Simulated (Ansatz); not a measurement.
Stepwise reaction of `[F][Ga]([F])[O][SiH3]` with hydrogen, as a gas-phase model of exchange steps in deposition or etching. ΔE in kJ/mol; ΔG adds harmonic PBE0-D4 terms to CCSD(T)/CBS, at 1 bar.

Computed with Ansatz on PBE0-D4/def2-TZVP structures; ΔE is electronic, products minus reactants. CBS: MP2 limit from def2 TZ/QZ plus the TZ coupled-cluster correction, frozen cores. This one scheme is used for every species. DFT in def2-TZVPP. B3LYP here is the variant with VWN-RPA as its local correlation; programs differ in this. For Ga outer-core shells are correlated without core-valence functions, which leaves a few kJ/mol of doubt a bond. Scalar relativity is left out up to krypton. Each species was taken in one conformer, which may not be the lowest.

```json
{"step": "1", "reaction": "`[F][Ga]([F])[O][SiH3]` + H₂ → `[F][GaH][O][SiH3]` + H–F", "PBE-D4": "36.1", "B3LYP-D4": "39.8", "ωB97M-V": "38.2", "CCSD(T)/CBS": "36.5", "ΔG(500 K)": "37.7"}
```

(1) Give the row of step 2, `[F][GaH][O][SiH3]` + H₂ → `[SiH3][O][GaH2]` + H–F. (Estimate.)

(2) By hand: ΔE of the 2 steps together at CCSD(T)/CBS.

Results:

(1) Computed: 
```tsv
step	reaction	PBE-D4	B3LYP-D4	ωB97M-V	CCSD(T)/CBS	ΔG(500 K)
2	`[F][GaH][O][SiH3]` + H₂ → `[SiH3][O][GaH2]` + H–F	73.2	77.1	74.9	72.6	73.3
```

(2) (36.5) + (72.6) = 109.1 kJ/mol, or 54.5 kJ/mol a step.

In ΔE each step is higher than the one before. All are uphill at CCSD(T)/CBS. ΔG lies between 37.7 and 73.3 kJ/mol a step. PBE-D4 differs from CCSD(T)/CBS by -0.4 to 0.6 kJ/mol a step. Isolated molecules leave out the surface, adducts and barriers. Largest T1 diagnostic: 0.014.
